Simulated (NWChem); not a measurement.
CH3Zn cation; SMILES [CH3][Zn+]

```xyz
5

Zn     0.0000     0.0000    -0.4610
C      0.0000     0.0000     1.5084
H      0.7492     0.7492     1.7983
H      0.2742    -1.0234     1.7983
H     -1.0234     0.2742     1.7983
```
Atoms are numbered in this order, from 1.

Computed with NWChem. Pople sets run with spherical d functions. Coordinates come from a PBE0/def2-SVP optimisation. Vertical excitations in the gas phase; the lowest state need not have the same character in each row.

| level | lowest excitation, singlet (eV) | orbital gap (eV) |
|---|---|---|
| PBE/6-31G*, TDA | 5.65 | 3.69 |
| B3LYP/6-31G*, TDA | 5.73 | 5.03 |
| PBE0/6-31G*, TDA | 5.75 | 5.47 |
| LDA (Slater exchange, VWN5)/6-31G*, TDA | 5.67 | ? |

Q: Some entries are withheld; supply them.

A: 
- LDA (Slater exchange, VWN5)/6-31G*, TDA, orbital gap (eV): 3.75
